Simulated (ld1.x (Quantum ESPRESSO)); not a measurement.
Results of a calculation; reference values are marked as such.
Hardness and transferability of assorted potentials

Generated with ld1.x 7.5 (TM, RRKJ, ultrasoft, PAW), atompaw 4.2 or ONCVPSP 4.0.1. The cutoff is in Ry: for ld1.x and atompaw files where the sum of valence levels is converged to 10 mRy in a Bessel basis, for ONCV files where the hardest occupied wave has 1 mHa per electron of residual kinetic energy. The error is the largest all-electron minus pseudo excitation energy over each file’s own four to seven test configurations (ionisations up to +4, promotions, holes and added fractions of an electron), all of which were solved. The labels leave out finer settings (local radius, basis sizes, second energies), which also bear on the numbers. Spin-polarised tests are not counted. The rows are a selection from randomly drawn settings: files with unsolved tests, undetermined cutoffs or missed reference levels are left out.

A true bound ghost makes a file unfit for plane-wave use even where its test errors are small: the radial tests pick states by their node count and pass the ghost by.

```csv
element,potential,cutoff (Ry),largest error (meV),bound ghosts
N,"RRKJ, PBE, scalar-relativistic, rc 0.75/1.30/1.30 (spd), local p, core correction yes, reference 2s1.5 2p3.5",80,+601,none
Ne,"TM, PBE, scalar-relativistic, rc 0.50/0.95 (sp), local s, core correction yes, reference 2s2 2p4.5",300,+376,none
Cl,"TM, BLYP, non-relativistic, rc 1.00/1.40 (sp), local s, core correction yes, reference 3s2 3p5",110,+255,none
Mn,"TM semilocal, LDA (PZ), scalar-relativistic, rc 2.20/0.80/1.80 (spd), local d, core correction yes, reference 3p6 3d5 4s2 4p0",120,-26,none
Ge,"ultrasoft, LDA (PZ), scalar-relativistic, rc 1.85/1.80/1.05 (spd), local smoothed, core correction yes, reference 3d10 4s2 4p2",140,-28,s
Ba,"TM, PBE, scalar-relativistic, rc 3.45/3.80/4.15/3.40 (spdf), local s, core correction yes, reference 5d0.5 6s1.5 6p0",8,-39,p
Ir,"PAW, PBE, scalar-relativistic, rc 2.30/3.10/2.35/2.80 (spdf), local smoothed, core correction yes, reference 5d7 6s2 6p0",18,-86,none
```

(1) Fill in the row for N: TM, LDA (PZ), scalar-relativistic, rc 0.56/1.80 (sp), local smoothed, core correction no, reference 2s1.5 2p3.5.

(2) Fill in the row for Be: TM, BLYP, scalar-relativistic, rc 2.20/4.20/3.55 (spd), local d, core correction no, reference 2s2 2p0.

Results:

(1) cutoff 260 Ry, largest error +393 meV, bound ghosts: none.

(2) cutoff 8 Ry, largest error -160 meV, bound ghosts: none.
